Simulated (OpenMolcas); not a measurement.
Cr3+ (d3) in a complex was computed by CASSCF with the d shell active (OpenMolcas, ANO-RCC-VDZP on the metal). Its lowest spin-free states, and all those of the highest spin:

| 2S+1 | Degeneracy | E (cm-1) |
| --- | --- | --- |
| 4 | 1 | 0.0 |
| 4 | 1 | 13543 |
| 4 | 2 | 14302 |
| 2 | 1 | 19405 |
| 2 | 1 | 19472 |
| 2 | 1 | 20410 |
| 2 | 2 | 20426 |
| 4 | 2 | 22111 |
| 4 | 1 | 22941 |
| 2 | 2 | 27434 |
| 2 | 1 | 27524 |
| 2 | 1 | 30363 |
| 4 | 2 | 35892 |
| 4 | 1 | 36192 |

Problem. Is the site octahedral, tetrahedral or cube-like, axial, or of lower symmetry?

Solution. The states with 2S+1 = 4 have orbital degeneracies 1, 1, 2, 2, 1, 2, 1. There are pairs but no triples, so the site is axial: not cubic, but with a proper or improper axis of order three or more. The run had Cr3+ with 6 ligands (fluoride) in tetragonal octahedral coordination (D4h) at 1.93 Å, the axial distance 1.891 Å. A charge of +0.5 e stands 2.8 Å behind each ligand. Ligand basis ANO-RCC-VDZP.

Without dynamic correlation the repulsion within the d shell is too large (B by tens of per cent), so at a given field states of lower spin stand too high. Ligand-to-metal charge-transfer states are missing. With no ligand orbital active B as a rule stays too high, so bands that hang on it stand too high and its fall with covalency is understated. With metal d orbitals alone and no dynamic correlation the field as a rule comes out too small, by tens of per cent, by up to half for chloride and softer ligands. No measured value stands beside these numbers; the geometry was imposed, not optimised, and the real ion may take another.
